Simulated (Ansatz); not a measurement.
System: CBr₃ (charge 0, doublet). It need not be the lowest isomer of its formula. SMILES: Br[C](Br)Br
Geometry: optimised at B3LYP-D3(BJ)/def2-TZVP (Ansatz, a program for electronic structure).

Wanted: vertical electron affinity (to the singlet state of charge -1; a negative value means that the extra electron is unbound and the number depends on the basis; each state is the SCF solution reached for its spin; the molecule has degenerate orbitals, so one determinant may break the symmetry), in eV. Cores are frozen in the correlated levels unless marked. UHF or UKS for open shells. No spin-orbit coupling. Frozen are the shells of the preceding noble gas and the d and f shells that filled before the atom's block. Non-relativistic. Anions need diffuse functions: aug- sets have them; def2-D sets add few. Basis-set limits of correlation are two-point, X^-3; Hartree-Fock from the larger set. [CCSD(T)-MP2]/basis is that difference in the basis named.

```json
[
 {"level": "PBE/def2-TZVPD", "program": "Ansatz", "vertical electron affinity (eV)": "1.12"},
 {"level": "PBE0/def2-TZVPD", "program": "Ansatz", "vertical electron affinity (eV)": "1.14"},
 {"level": "BHLYP/def2-TZVPD", "program": "Ansatz", "vertical electron affinity (eV)": "1.06"},
 {"level": "CAM-B3LYP/def2-TZVPD", "program": "Ansatz", "vertical electron affinity (eV)": "1.22"},
 {"level": "wB97X-V/def2-TZVPD", "program": "Ansatz", "vertical electron affinity (eV)": "1.22"},
 {"level": "wB97X/def2-TZVPD", "program": "Ansatz", "vertical electron affinity (eV)": "?"},
 {"level": "B2PLYP/def2-TZVPD", "program": "Ansatz", "vertical electron affinity (eV)": "1.15"},
 {"level": "SCS-MP2/aug-cc-pVDZ", "program": "Ansatz", "vertical electron affinity (eV)": "1.11"},
 {"level": "CCSD/aug-cc-pVDZ", "program": "Ansatz", "vertical electron affinity (eV)": "?"},
 {"level": "CCSD/aug-cc-pVTZ", "program": "Ansatz", "vertical electron affinity (eV)": "?"},
 {"level": "RI-MP2/CBS(aug-cc-pVTZ,aug-cc-pVQZ)+[CCSD(T)-MP2]/aug-cc-pVTZ", "program": "Ansatz", "vertical electron affinity (eV)": "1.36"}
]
```

**Question.** What belongs in the gaps?

**Answer.** 
- wB97X/def2-TZVPD, vertical electron affinity (eV): 1.19
- CCSD/aug-cc-pVDZ, vertical electron affinity (eV): 0.98
- CCSD/aug-cc-pVTZ, vertical electron affinity (eV): 1.13
